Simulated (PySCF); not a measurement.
sulfur trioxide (O3S), SMILES O=S(=O)=O. Atoms are numbered in the order given.

```xyz
4

O      1.4266     0.0000     0.0000
S      0.0000     0.0000     0.0000
O     -0.7133    -1.2355     0.0000
O     -0.7133     1.2355     0.0000
```
Charge 0, spin multiplicity 1.

The structure is a stationary point at B3LYP-D3(BJ)/def2-TZVP.

Computed with PBE0/pcSseg-2 (PySCF).

GIAO shieldings, no solvent; atoms alike by connectivity are averaged. δ = σ(ref) − σ: ¹⁷O against H2O (σ = 327.8 ppm); ³³S against H2S (σ = 711.3 ppm), references at their B3LYP-D3(BJ)/def2-TZVP geometries, non-relativistic.

| nucleus | atoms | count | δ (ppm) |
|---|---|---|---|
| ¹⁷O | O1, O3, O4 | 3 | 313.8 |
| ³³S | S2 | 1 | 651.4 |
